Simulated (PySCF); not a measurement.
## Correlation energy of Rb⁺ (rubidium, charge +1)

[Kr], closed-shell 1S. Calculation: PySCF 2.14, in def2-QZVPPD with the def2 core potential (28 electrons) (7s5p4d3f, 63 functions); scalar relativity through the core potential. Frozen: nothing; 8 electrons correlated.

MP2 pair energies summed by pair of shells (mhartree):

| pair | energy | share (%) |
| --- | --- | --- |
| 4p-4p | -113.45 | 75.5 |
| 4s-4p | -30.78 | 20.5 |
| 4s-4s | -6.07 | 4.0 |

Total MP2 correlation energy: -150.30 mhartree.

Same-spin part -37.00 and opposite-spin part -113.30 mhartree; SCS-MP2 scales them by 1/3 and 6/5 to -148.29 mhartree.

The basis has no tight functions for the innermost shells, so their pair energies are far from complete.

This basis was not built for core-valence correlation, so the inner-shell part is incomplete.
